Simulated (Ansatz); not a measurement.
An input meant for ZnMeF (CH3FZn) (charge 0, singlet).

```yaml
crystal:
  periodic: [false, false, false]
  atoms:
    - {symbol: Zn, position_ang: [-0.006107, 0.003117, -1.170621]}
    - {symbol: C, position_ang: [0.003889, -0.001952, 0.746141]}
    - {symbol: H, position_ang: [-0.449694, 0.922876, 1.126171]}
    - {symbol: H, position_ang: [1.035422, -0.071359, 1.115733]}
    - {symbol: H, position_ang: [-0.568192, -0.860409, 1.121980]}
    - {symbol: F, position_ang: [-0.015327, 0.007728, -2.939414]}
basis:
  gaussian: {orbitals: cc-pVDZ, nuclear_model: gaussian}
hamiltonian: {xc: {name: HF}}
correlation: {method: mp2, frozen_orbitals: {Zn: 9}}
scf: {lower_state_search: light}
output: {forces: true}
```

```sh
$ ansatz run in.yaml --threads 4 --pin off --events-out ev --progress --plain --max-ram 3916MiB
```

Output, abridged:

```
Functional definition: HF
Error: "frozen_orbitals" has no count for C
```

Something in this input is off. What?

Frozen orbitals are typed for one element alone, and the program wants a count for each (the count typed has to fit that element's core, too). The input was rejected before any iteration.
